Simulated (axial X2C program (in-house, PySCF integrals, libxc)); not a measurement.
## PbF⁻ along the bond: HF, 2c

Calculated with an axial X2C code built on PySCF integrals. Two-component (2c) means X2C with spin–orbit coupling and atomic mean-field two-electron Coulomb and Gaunt terms. Basis: Pb dyall-acv3z [13s15p11d8f1g], F dyall-av3z [7s6p3d2f] (cores contracted in-house); Gaussian nuclei, density fitting, unrestricted open shells. Masses: Pb 207.977 u, F 18.998 u.

State: Ω = 0 (closed shell). Dipoles are positive if F is the positive end and refer to the centre of mass.

```
R (Å)   μ (D)  HOMO (eV)  LUMO (eV)
1.918  -1.331      -0.66       3.21
2.007  -2.065      -0.78       3.21
2.073  -2.618      -0.88       3.20
2.139  -3.172      -0.98       3.20
2.205  -3.723      -1.08       3.19
2.282  -4.359      -1.21       3.18
2.359  -4.987      -1.33       3.16
2.459  -5.777      -1.49       3.15
2.580  -6.713      -1.69       3.12
2.756  -8.018      -1.96       3.08
```

Problem. The minimum lies at 2.188 Å. What is the dipole moment there?

Solution. At HF, 2c, with the sign and origin stated: μ = -3.58 D.

The state is a single determinant with fixed occupations, the lowest that a limited PBE0 search found. PBE0 can misorder states that lie within some tenths of an eV, so this need not be the ground state of the molecule. The nearest other 2c determinant of the search, Ω = 1, lies 0.19 eV up at the distance of the search. The 2c closed shell (π1/2)² is the Ω = 0⁺ component of the spin-free π² triplet, mixed with the ¹Σ⁺ state; no single spin-free determinant represents it. The LUMO of an anion is an unbound level whose energy the basis sets.
